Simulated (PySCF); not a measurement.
Al(OH)(OMe)(NH2) (CH6AlNO2), SMILES [O]([Al]([OH])[NH2])C.

Geometry: r2SCAN-D4/def2-SVP. One conformer was computed; it need not be the lowest.

Two levels are set side by side: PBE/def2-TZVP (PySCF) and PBE0/def2-TZVP (PySCF). Same geometry, gas phase. Differences are taken from unrounded values.

| quantity | PBE |
|---|---|
| orbital gap (eV) | 4.88 |
| highest occupied level (eV) | -5.82 |
| lowest empty level (eV) | -0.94 |
| dipole moment (D) | 1.16 |
| mean polarisability (bohr³) | 52.1 |

These are the PBE values. What does PBE0 give? (Estimate from the structure and the level; the computed values follow.)


```tsv
quantity	PBE0	PBE minus PBE0
orbital gap (eV)	7.19	-2.31
highest occupied level (eV)	-7.27	1.46
lowest empty level (eV)	-0.08	-0.86
dipole moment (D)	1.24	-0.08
mean polarisability (bohr³)	48.9	3.2
```

PBE's occupied levels lie high since its potential decays too fast outside the molecule; exact exchange lowers them and widens the gap. Loosely held outer electrons make PBE densities more polarisable. Differences between two approximate levels are no errors against the true value.

Rough cost on one machine, each run with all the roots and properties that it gave: PBE0 against PBE within a factor of 2.
